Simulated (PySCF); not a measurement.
Assignment exercise: C₇H₆O

Geometry:
```
atom   x (Å)   y (Å)   z (Å)
  O1   1.855  -2.120  -0.090
  C2   1.034  -1.213  -0.087
  C3   1.503   0.181  -0.099
  C4   0.821   1.356  -0.068
  C5  -0.590   1.603  -0.020
  C6  -1.601   0.690  -0.008
  C7  -1.499  -0.739  -0.041
  C8  -0.400  -1.538  -0.078
  H9   2.596   0.230  -0.133
 H10   1.440   2.259  -0.080
 H11  -0.880   2.657   0.007
 H12  -2.619   1.086   0.027
 H13  -2.460  -1.263  -0.036
 H14  -0.561  -2.620  -0.097
```

Theory: J couplings at B3LYP/pcJ-1 (without the spin–dipole term), PBE0-D3(BJ)/def2-SVP geometry, GIAO CAM-B3LYP/pcSseg-1 shieldings, in PySCF 2.14 (one conformer, non-relativistic, gas phase, fast rotation and ring inversion assumed for equivalent nuclei).

δ = σ(ref) − σ, references computed at the same level: ¹³C (σ = 182.45 ppm) and ¹H (σ = 31.33 ppm) vs TMS.

(1) Assign these signals to the numbered atoms. ¹³C{¹H} NMR (computed): δ 191.1, 156.3, 144.0, 143.2.

(2) Assign these signals to the numbered atoms. ¹H NMR (600 MHz, computed): δ 6.90 (m, 2H), 6.88 (m, 2H), 6.77 (m, 2H).

Answers

(1) 
191.1 → C2, ring carbonyl carbon
156.3 → C3/C8, unsaturated ring CH
144.0 → C5/C6, unsaturated ring CH
143.2 → C4/C7, unsaturated ring CH

C5/C6 and C4/C7 lie closer than the usual error of such a calculation, so a measured spectrum could show them in the other order.

(2) 
6.90 → H9/H14, hydrogen on a unsaturated ring CH
6.88 → H10/H13, hydrogen on a unsaturated ring CH
6.77 → H11/H12, hydrogen on a unsaturated ring CH

H9/H14 and H10/H13; H10/H13 and H11/H12 lie closer than the usual error of such a calculation, so a measured spectrum could show them in the other order.

Splittings below 1 Hz are ignored in the labels, and close J values are merged. Couplings among chemically equivalent protons are left out too, so labels in AA′BB′ or AA′XX′ sets are apparent multiplicities. Unscaled 3J(H,H) at this level run about 10 % above measured values. Shifts are as computed, not scaled to solution data. Of 1211 compounds with measured shifts, 218 miss one by over three times the rms of a fit or turn the order of signals round; such compounds aren't used in these exercises.
